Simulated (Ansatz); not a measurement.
Basis-set extrapolation for `CB1C=N1` (PBE0-D4/def2-TZVP geometry, frozen core, the Gaussian-basis code of Ansatz). Multiplicity 1, RHF reference.

|  | def2-TZVPP | def2-QZVPP |
| --- | --- | --- |
| HF | -157.230063 | -157.237192 |
| MP2 correlation | -0.606899 | -0.646963 |
| CCSD(T) correlation | -0.662128 | not run |

Energies in hartree. Use E(X) = E(∞) + A·exp(−7.88·√X) for Hartree–Fock and E(X) = E(∞) + B·X^(−2.97) for correlation, with X = 3 and 4, and add CCSD(T) minus MP2 of the smaller set to the MP2 limit.

Q: What is the CCSD(T) energy at the basis-set limit?

A: HF limit: -157.237192 + (-0.007129) × 0.13774 = -157.23817. MP2 limit: -0.646963 + (-0.040064) × 0.74074 = -0.67664. Higher-order term: -0.662128 − (-0.606899) = -0.05523. Total: -157.97004 hartree, 204.4 kJ/mol below CCSD(T)/def2-TZVPP.
